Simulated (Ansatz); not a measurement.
CHO2 (SMILES O=C=[OH+]) moved off its minimum; all values from Ansatz (a first-principles code), cores frozen in correlated methods.
(charge 1, multiplicity 1)
```xyz
4

O      1.23782    -0.15066    -0.10907
C      0.10479    -0.02045    -0.00174
O     -1.10194     0.07910     0.20160
H     -1.68879     0.54307    -0.42813
```

```json
[
 {"level": "HF/def2-TZVPP", "largest force (eV/Å)": "7.01", "on atom": "O1", "rms difference from CCSD(T)/aug-cc-pVTZ (eV/Å)": "1.850", "dipole (D)": "-"},
 {"level": "PBE/def2-TZVPP", "largest force (eV/Å)": "1.18", "on atom": "O1", "rms difference from CCSD(T)/aug-cc-pVTZ (eV/Å)": "0.330", "dipole (D)": "-"},
 {"level": "r2SCAN/def2-TZVPP", "largest force (eV/Å)": "2.38", "on atom": "O1", "rms difference from CCSD(T)/aug-cc-pVTZ (eV/Å)": "0.320", "dipole (D)": "-"},
 {"level": "B3LYP/def2-TZVPP", "largest force (eV/Å)": "2.82", "on atom": "O1", "rms difference from CCSD(T)/aug-cc-pVTZ (eV/Å)": "0.398", "dipole (D)": "-"},
 {"level": "wB97M-V/def2-TZVPP", "largest force (eV/Å)": "3.16", "on atom": "O1", "rms difference from CCSD(T)/aug-cc-pVTZ (eV/Å)": "0.487", "dipole (D)": "-"},
 {"level": "MP2/aug-cc-pVTZ", "largest force (eV/Å)": "1.11", "on atom": "O1", "rms difference from CCSD(T)/aug-cc-pVTZ (eV/Å)": "0.320", "dipole (D)": "-"},
 {"level": "CCSD(T)/aug-cc-pVTZ", "largest force (eV/Å)": "1.82", "on atom": "O1", "rms difference from CCSD(T)/aug-cc-pVTZ (eV/Å)": "0.000", "dipole (D)": "-"}
]
```

The differences count from one level among others, with limits of its own. Forces at CCSD(T)/aug-cc-pVTZ (eV/Å):

```csv
atom,Fx,Fy,Fz
O1,-1.801,0.138,0.235
C2,1.609,0.025,-0.411
O3,0.231,-0.361,0.521
H4,-0.038,0.199,-0.345
```
